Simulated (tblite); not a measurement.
Compound: C5H4NS2 (charge -1).
SMILES with atom numbers: `[CH2:1]=[N:2][c:3]1[cH:4][cH:5][s:6][c:7]1[S-:8]` (hydrogens: H9, H10 on C1; H11 on C4; H12 on C5)
Bond orders are those of one Lewis drawing.

Computed with GFN2-xTB (tblite), gas phase: Langevin dynamics at 300 K from the optimised GFN2-xTB geometry, time step 0.5 fs, friction 0.01 fs⁻¹, 2000 steps. The instantaneous temperature is 2·E(kin)/(3Nk) with all 3N coordinates.

| t (fs) | T (K) | E(pot) above start (eV) | C1=N2 (Å) | N2–C3 (Å) | C3–C4 (Å) | C4–C5 (Å) | C5–S6 (Å) | C1–H9 (Å) | C1–N2–C3–C4 (°) |
| --- | --- | --- | --- | --- | --- | --- | --- | --- | --- |
| 0 | 262 | 0.000 | 1.270 | 1.366 | 1.427 | 1.347 | 1.739 | 1.086 | 180 |
| 25 | 182 | 0.233 | 1.287 | 1.371 | 1.436 | 1.336 | 1.725 | 1.034 | 178 |
| 50 | 322 | 0.236 | 1.284 | 1.405 | 1.431 | 1.329 | 1.721 | 1.058 | -179 |
| 75 | 307 | 0.199 | 1.257 | 1.345 | 1.423 | 1.331 | 1.745 | 1.126 | -175 |
| 100 | 263 | 0.247 | 1.240 | 1.384 | 1.423 | 1.342 | 1.718 | 1.128 | -176 |
| 125 | 264 | 0.234 | 1.260 | 1.379 | 1.425 | 1.377 | 1.758 | 1.061 | -172 |
| 150 | 230 | 0.325 | 1.287 | 1.341 | 1.411 | 1.359 | 1.738 | 1.063 | -167 |
| 175 | 180 | 0.349 | 1.293 | 1.379 | 1.419 | 1.351 | 1.751 | 1.108 | -163 |
| 200 | 242 | 0.202 | 1.252 | 1.380 | 1.417 | 1.333 | 1.732 | 1.110 | -167 |
| 225 | 299 | 0.205 | 1.273 | 1.416 | 1.448 | 1.344 | 1.743 | 1.095 | 174 |
| 250 | 237 | 0.289 | 1.274 | 1.391 | 1.438 | 1.343 | 1.735 | 1.054 | 158 |
| 275 | 246 | 0.331 | 1.258 | 1.354 | 1.415 | 1.349 | 1.746 | 1.096 | 141 |
| 300 | 240 | 0.378 | 1.273 | 1.376 | 1.409 | 1.367 | 1.740 | 1.114 | 133 |
| 325 | 284 | 0.482 | 1.270 | 1.417 | 1.448 | 1.370 | 1.693 | 1.079 | 136 |
| 350 | 238 | 0.454 | 1.278 | 1.406 | 1.447 | 1.355 | 1.793 | 1.076 | 151 |
| 375 | 270 | 0.340 | 1.279 | 1.380 | 1.422 | 1.333 | 1.742 | 1.087 | 161 |
| 400 | 321 | 0.338 | 1.284 | 1.387 | 1.455 | 1.350 | 1.726 | 1.106 | -178 |
| 425 | 297 | 0.349 | 1.280 | 1.400 | 1.455 | 1.358 | 1.762 | 1.074 | -175 |
| 450 | 244 | 0.353 | 1.272 | 1.368 | 1.427 | 1.359 | 1.726 | 1.087 | -167 |
| 475 | 183 | 0.387 | 1.288 | 1.381 | 1.441 | 1.373 | 1.747 | 1.110 | -152 |
| 500 | 241 | 0.307 | 1.289 | 1.378 | 1.455 | 1.383 | 1.777 | 1.104 | -155 |
| 525 | 209 | 0.213 | 1.255 | 1.384 | 1.458 | 1.337 | 1.701 | 1.073 | -169 |
| 550 | 184 | 0.223 | 1.255 | 1.376 | 1.454 | 1.320 | 1.787 | 1.078 | -173 |
| 575 | 181 | 0.266 | 1.282 | 1.381 | 1.458 | 1.326 | 1.708 | 1.095 | -176 |
| 600 | 181 | 0.444 | 1.306 | 1.396 | 1.460 | 1.365 | 1.755 | 1.131 | -178 |
| 625 | 301 | 0.224 | 1.270 | 1.373 | 1.394 | 1.367 | 1.704 | 1.096 | -176 |
| 650 | 218 | 0.449 | 1.249 | 1.399 | 1.380 | 1.374 | 1.758 | 1.041 | 172 |
| 675 | 216 | 0.337 | 1.248 | 1.433 | 1.405 | 1.384 | 1.694 | 1.111 | 166 |
| 700 | 202 | 0.286 | 1.278 | 1.351 | 1.409 | 1.356 | 1.799 | 1.110 | 159 |
| 725 | 221 | 0.428 | 1.317 | 1.347 | 1.388 | 1.343 | 1.714 | 1.096 | 163 |
| 750 | 242 | 0.270 | 1.268 | 1.352 | 1.462 | 1.324 | 1.763 | 1.106 | 169 |
| 775 | 212 | 0.360 | 1.250 | 1.417 | 1.427 | 1.326 | 1.726 | 1.077 | 179 |
| 800 | 272 | 0.415 | 1.267 | 1.416 | 1.422 | 1.371 | 1.737 | 1.070 | -163 |
| 825 | 265 | 0.465 | 1.285 | 1.350 | 1.389 | 1.369 | 1.712 | 1.108 | -166 |
| 850 | 455 | 0.316 | 1.272 | 1.390 | 1.411 | 1.361 | 1.769 | 1.081 | -170 |
| 875 | 282 | 0.652 | 1.248 | 1.376 | 1.461 | 1.333 | 1.702 | 1.060 | -169 |
| 900 | 242 | 0.439 | 1.271 | 1.367 | 1.438 | 1.314 | 1.814 | 1.065 | 175 |
| 925 | 294 | 0.391 | 1.297 | 1.337 | 1.429 | 1.338 | 1.721 | 1.076 | 165 |
| 950 | 430 | 0.369 | 1.299 | 1.348 | 1.427 | 1.369 | 1.758 | 1.101 | 165 |
| 975 | 388 | 0.420 | 1.267 | 1.364 | 1.418 | 1.403 | 1.740 | 1.103 | 174 |
| 1000 | 332 | 0.473 | 1.243 | 1.341 | 1.414 | 1.383 | 1.739 | 1.090 | -165 |

Q: From 500 fs on, how do temperature and potential energy compare with equipartition?

A: The mean temperature of these 21 frames is 265 K against the target 300 K, and the mean potential energy 0.37 eV against 30 × kT/2 = 0.39 eV for 30 classical harmonic modes. For 12 atoms in a canonical ensemble the temperature itself scatters by T·√(2/(3N)) = 71 K; here its standard deviation is 77 K. The whole run lasts only 10 friction times of 100 fs, so these averages carry a wide statistical error.

Q: What are the kinetic and total energies of the listed frame with the highest potential energy?

A: The one at 875 fs, 0.652 eV above the start. Its kinetic energy is 3NkT/2 = 0.438 eV at 282 K, so the sum is 1.09 eV; over the listed frames the sum runs from 0.41 to 1.09 eV, since the thermostat adds and removes energy.

Q: How much do the listed bonds fluctuate from 500 fs on?

A: 
| bond | at the start (Å) | mean (Å) | standard deviation (Å) |
| --- | --- | --- | --- |
| C1=N2 | 1.270 | 1.272 | 0.020 |
| N2–C3 | 1.366 | 1.375 | 0.026 |
| C3–C4 | 1.427 | 1.427 | 0.026 |
| C4–C5 | 1.347 | 1.355 | 0.025 |
| C5–S6 | 1.739 | 1.742 | 0.034 |
| C1–H9 | 1.086 | 1.089 | 0.021 |

The motion is classical and holds no zero-point motion.

What follows is the cost of the whole dynamics run. The run took 13 s of wall time on one thread of an Arm Neoverse V1, shared host with 32 logical CPUs at a one-minute load of 11, and the process peaked at 0.18 GiB of memory.
